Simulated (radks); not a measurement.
The numbers below are computed, except where a source is named.
Spherical jellium clusters: N electrons in a uniform positive sphere of charge N and radius rs N^(1/3), rs = 3.82 bohr. Level of theory: non-relativistic Kohn-Sham, PBE, spin-polarised, spherical densities (a radial shooting solver with Libxc functionals). Levels are named by radial order and angular momentum (1s, 1p, 1d, 2s, ...), and open shells are averaged over m.

N = 12, configuration 1s2 1p6 1d(up 4, down 0). This is the lowest configuration that the search found. Occupied levels:

level    occupation  eigenvalue (eV)  <r> (bohr)
1s up             1          -5.1817       5.871
1s down           1          -4.9905       5.182
1p up             3          -4.1611       6.847
1p down           3          -3.6831       6.497
1d up             4          -2.8327       7.682

Energy (eV): total -21.2728, kinetic 23.463, external -526.59, Hartree 258.55, exchange-correlation -45.530, background 268.83.
